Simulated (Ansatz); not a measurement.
Cost and result for the atomization energy of `OCN[SiH3]` (11 atoms, 10 bonds).

```xyz
11

O    -1.149   -1.670   -1.050
C    -0.664   -0.354   -0.975
N     0.511   -0.244   -0.163
Si    0.736    0.927    1.076
H    -1.236   -1.993   -0.147
H    -0.485   -0.063   -2.015
H    -1.423    0.327   -0.562
H     1.314   -0.717   -0.549
H    -0.509    0.983    1.888
H     1.013    2.313    0.596
H     1.892    0.491    1.901
```

The species carries charge 0 and has multiplicity 1. Geometry: relaxed with PBE0-D4/def2-TZVP. It is one conformer, not always the lowest. Program: Ansatz. All runs use 4 threads of a server CPU on a shared host. Times are those of one run each, without the atoms' runs, and a repeat can differ threefold. Electronic energies, without spin–orbit coupling; frozen cores. CCSD(T)/CBS adds CCSD(T) − MP2 in def2-TZVPP to the MP2 limit, and its time is that of the two runs behind it. T1 = 0.011. B3LYP takes the VWN-RPA correlation (the form of Gaussian; ORCA's B3LYP/G).

CCSD(T)/CBS is a level of theory with its own doubt, some kJ/mol a heavy atom from the limit and from the frozen cores, so smaller differences don't rank the functionals.

| level | functions | wall time | atomization (kcal/mol) | difference from CCSD(T)/CBS | per bond |
| --- | --- | --- | --- | --- | --- |
| LDA (SPW92)/def2-TZVPP | 233 | 1.7 s | 1037.3 | 128.3 | 12.8 |
| revPBE-D4/def2-TZVPP | 233 | 2.6 s | 897.4 | -11.6 | -1.2 |
| PBE-D4/def2-TZVPP (with forces) | 233 | 3.3 s | 918.7 | 9.7 | 1.0 |
| CAM-B3LYP-D4/def2-TZVPP | 233 | 4.3 s | 914.0 | 5.0 | 0.5 |
| CCSD(T)/def2-SVP | 95 | 4.6 s | 848.3 | -60.7 | -6.1 |
| B3LYP-D4/def2-TZVPP (with forces) | 233 | 5.5 s | 908.9 | -0.1 | 0.0 |
| r2SCAN-D4/def2-TZVPP (with forces) | 233 | 6.5 s | 904.1 | -4.9 | -0.5 |
| r2SCANh-D4/def2-TZVPP | 233 | 6.5 s | 898.5 | -10.5 | -1.0 |
| ωB97X-V/def2-TZVPP | 233 | 9 s | 912.0 | 3.0 | 0.3 |
| B97M-V/def2-TZVPP | 233 | 13 s | 905.7 | -3.3 | -0.3 |
| MP2/def2-QZVPP | 451 | 27 s | 906.5 | -2.5 | -0.2 |
| CCSD(T)/def2-TZVPP | 233 | 6.4 min | 882.7 | -26.3 | -2.6 |
| CCSD(T)/CBS(def2) | – | 6.8 min | 909.0 | 0.0 | 0.0 |

The D4 term adds +6.9 kcal/mol with B3LYP and +3.6 kcal/mol with PBE0; it sums over pairs of atoms, weighted by their polarisabilities, and B3LYP, whose exchange is more repulsive, gets the larger term. At CCSD(T), def2-SVP lies −60.7 kcal/mol from the extrapolated value and def2-TZVPP −26.3 kcal/mol: correlation converges slowly with the basis, and small sets miss more of it in the bonded molecule than in its fragments. From r2SCAN to r2SCAN0 (25 % exact exchange), in def2-TZVPP and without D4, the atomization energy moves by −13.8 kcal/mol: exact exchange takes away binding that semilocal exchange gives to molecules.
